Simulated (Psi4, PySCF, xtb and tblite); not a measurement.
Conformational energy of C6H8O2SSi, SMILES O=C(OC)[SiH2]c1sccc1. Scanned: dihedral O2–C3–Si5–C6; all other coordinates were relaxed at GFN2-xTB. Points at φ and −φ are mirror images. Heavy atoms are numbered in the order of the SMILES COC(=O)[SiH2]c1cccs1, hydrogens after them in the order of the atoms that carry them; the mirror image has the same energies with the sign of each dihedral reversed.

Methods: RHF/3-21G = PySCF with restricted Hartree-Fock/3-21G, density fitting // GFN2-xTB; GFN2-xTB (xtb and tblite); PBE-D3(BJ)/def2-SVP // GFN2-xTB (Psi4).

Energies relative to the lowest point of each profile, in mEh:

| φ / ° | RHF/3-21G | GFN2-xTB |
|---|---|---|
| -160 | 0.7 | 0.1 |
| -100 | 5.2 | 0.8 |
| -60 | 5.2 | 0.9 |
| -40 | 4.1 | 0.9 |
| -20 | 3.6 | 1.0 |
| 20 | 3.6 | 1.0 |
| 40 | 4.1 | 0.9 |
| 60 | 5.2 | 0.9 |
| 100 | 5.2 | 0.8 |
| 120 | 3.8 | 0.6 |
| 160 | 0.7 | 0.1 |
| 180 | 0.0 | 0.0 |

Question: Predict the corresponding PBE-D3(BJ)/def2-SVP column.

Answer: -160: 0.2; -100: 2.7; -60: 2.9; -40: 2.1; -20: 1.7; 20: 1.7; 40: 2.1; 60: 2.9; 100: 2.7; 120: 1.5; 160: 0.2; 180: 0.0 (mEh).
